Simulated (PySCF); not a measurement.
Computed IR spectrum (relative IR intensity) of a molecule C₃H₉AlO. The structure is a stationary point at PBE0-D3(BJ)/def2-SVP. The values are those of a single conformer. Computed with PBE0-D3(BJ)/def2-SVP (PySCF). Frequencies are harmonic and unscaled.

Lines under 2 % of the strongest are left out, and lines within 2 cm⁻¹ are merged.

| ν (cm⁻¹) | relative intensity |
|---|---|
| 482 | 2.3 |
| 573 | 31 |
| 622 | 79 |
| 799 | 89 |
| 880 | 6.8 |
| 1055 | 15 |
| 1165 | 2.8 |
| 1253 | 100 |
| 1393 | 9.6 |
| 1397 | 6.9 |
| 1464 | 3.1 |
| 1936 | 47 |
| 1971 | 59 |
| 3030 | 15 |
| 3046 | 4.8 |
| 3049 | 3.6 |
| 3146 | 13 |
| 3158 | 3.0 |
| 3160 | 7.8 |

Question: Which molecule gave these data?
(A) CC[CH2][AlH][OH]
(B) CC(C)[O][AlH2]
(C) C[CH](C)[AlH][OH]
(D) C[CH2][AlH][O]C

Answer: B, CC(C)[O][AlH2]
